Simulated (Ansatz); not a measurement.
B4O11H10, a hydroxylated oxide cluster. Total charge 0; singlet. Geometry PBE-D4/def2-SVP; atoms count from 1.

```
atom   x (Å)   y (Å)   z (Å)
  B1   1.258   0.357   1.508
  B2   0.888   1.514  -0.639
  B3   0.519  -2.130  -0.975
  B4  -2.035   0.388   0.083
  O5   0.635   2.749  -0.076
  O6   1.542   1.534   2.189
  O7   1.277   0.419   0.115
  O8   0.949  -0.784   2.163
  O9   0.596   1.337  -1.969
 O10   0.018  -1.422  -2.059
 O11  -0.169  -2.328   0.214
 O12   1.761  -2.698  -1.047
 O13  -1.924   0.349  -1.293
 O14  -2.496  -0.791   0.652
 O15  -1.698   1.429   0.902
 H16   0.970   2.735   0.853
 H17   1.442   1.421   3.151
 H18   0.654  -1.495   1.529
 H19   0.672   0.375  -2.194
 H20  -0.870  -1.023  -1.882
 H21  -1.080  -1.950   0.246
 H22   2.181  -2.504  -1.902
 H23  -1.372   1.071  -1.672
 H24  -2.539  -0.704   1.623
 H25  -1.179   2.151   0.479
```

In the singlet geometry the species has come apart into loosely held pieces.

Estimate the Mulliken populations from the PBE0/def2-TZVP orbitals of Ansatz.


| atom | charge (e) |
| --- | --- |
| B1 | 0.38 |
| B2 | 0.32 |
| B3 | 0.40 |
| B4 | 0.36 |
| O5 | -0.45 |
| O6 | -0.50 |
| O7 | -0.33 |
| O8 | -0.42 |
| O9 | -0.46 |
| O10 | -0.52 |
| O11 | -0.51 |
| O12 | -0.41 |
| O13 | -0.49 |
| O14 | -0.49 |
| O15 | -0.41 |
| H16 | 0.35 |
| H17 | 0.35 |
| H18 | 0.37 |
| H19 | 0.36 |
| H20 | 0.36 |
| H21 | 0.35 |
| H22 | 0.33 |
| H23 | 0.36 |
| H24 | 0.35 |
| H25 | 0.34 |
Mulliken values depend strongly on the basis.

And the Mayer bond orders between heavy atoms (over 0.3)?

B1–O6 1.21 (1.39 Å); B1–O7 1.08 (1.39 Å); B1–O8 1.43 (1.35 Å); B2–O5 1.28 (1.38 Å); B2–O7 1.17 (1.39 Å); B2–O9 1.30 (1.37 Å); B3–O10 1.20 (1.39 Å); B3–O11 1.19 (1.39 Å); B3–O12 1.38 (1.37 Å); B4–O13 1.22 (1.38 Å); B4–O14 1.21 (1.39 Å); B4–O15 1.33 (1.37 Å).
